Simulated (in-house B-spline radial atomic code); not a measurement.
Kr⁶⁺. Computed with a B-spline radial atomic code. Model: all-electron spherical atom, spin shells full or empty, radial basis limit, no spin-orbit coupling, Breit or QED, empty-state partial waves extrapolated as (l+1/2)^-4, RPA, G0W0 and static COHSEX of the highest shell as one setting changes (uncorrelated shells keep exact exchange).

Given: element Kr; charge 6; filled core Ar; hamiltonian one-electron scalar X2C; mean-field start PBE0; highest l of empty states 9; nuclear rms radius 4.1884 fm; highest mean-field shell 4s.

Shell: 3d 5 5, 4s 1 1 (electrons up and down).

```
lowest nl shells left uncorrelated  RPA correlation energy (hartree)  G0W0 level (eV)  G0W0 minus most complete (meV)  COHSEX level (eV)  removal by RPA minus most complete (meV)
                                 0                           -2.2733          -109.72                               0            -112.04                                         0
                                 1                                 ?                ?                               ?                  ?                                         ?
                                 2                           -1.9379          -109.73                             -11            -112.06                                      13.3
                                 3                                 ?                ?                               ?                  ?                                         ?
                                 4                           -1.2593          -109.84                          -122.6            -112.26                                     117.8
                                 5                          -0.74915          -109.76                           -43.9            -112.15                                      -3.9
                                 6                         -0.084619          -108.95                           760.7            -110.99                                    -936.8
```

Question: What follows for lowest nl shells left uncorrelated = 3?

Answer: RPA correlation energy -1.4338 hartree; G0W0 level -109.7 eV; G0W0 minus most complete 11.1 meV; COHSEX level -112.01 eV; removal by RPA minus most complete 0.7 meV.

Question: What follows for lowest nl shells left uncorrelated = 1?

Answer: RPA correlation energy -2.118 hartree; G0W0 level -109.71 eV; G0W0 minus most complete 0.7 meV; COHSEX level -112.03 eV; removal by RPA minus most complete -0.2 meV.
